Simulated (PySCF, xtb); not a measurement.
NaF, SMILES [Na][F].

GFN2-xTB (xtb) at its own geometry gives an orbital gap of 2.10 eV and a dipole moment of 7.27 D.

Coordinates come from a B3LYP-D3(BJ)/def2-TZVPD optimisation.

**Question.** What does PBE/def2-TZVPD (PySCF) give? (The exact figures need the calculation; the answer reports its results.)

**Answer.** gap 3.07 eV (levels -5.08 and -2.01 eV), dipole 7.81 D.
